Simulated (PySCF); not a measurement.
F₄Se, SMILES F[Se+](F)(F)F, charge +1, multiplicity 2. Atoms are numbered in the order given.

```xyz
5

Se     0.0000     0.0000    -0.2051
F      0.0000    -1.7179    -0.4699
F      0.0000     1.7179    -0.4699
F      1.2805     0.0000     0.8573
F     -1.2805     0.0000     0.8573
```
Charge +1, spin multiplicity 2.

Geometry optimised at PBE0-D3(BJ)/def2-SVP.

Computed with PBE0-D3(BJ)/def2-SVP (PySCF).

Frequencies are harmonic and unscaled.

```
mode  ν (cm⁻¹)  IR (km/mol)  moving atoms (share of kinetic energy)
----  --------  -----------  --------------------------------------
1          191          1.1                                  F 97 %
2          193         10.6                         F 77 %, Se 23 %
3          285          0.0                                 F 100 %
4          318         24.5                         F 73 %, Se 27 %
5          337         15.2                         F 88 %, Se 12 %
6          569         34.0                         F 65 %, Se 35 %
7          601          2.9                                  F 99 %
8          805         40.9                         F 82 %, Se 18 %
9          818         71.8                         F 77 %, Se 23 %
```
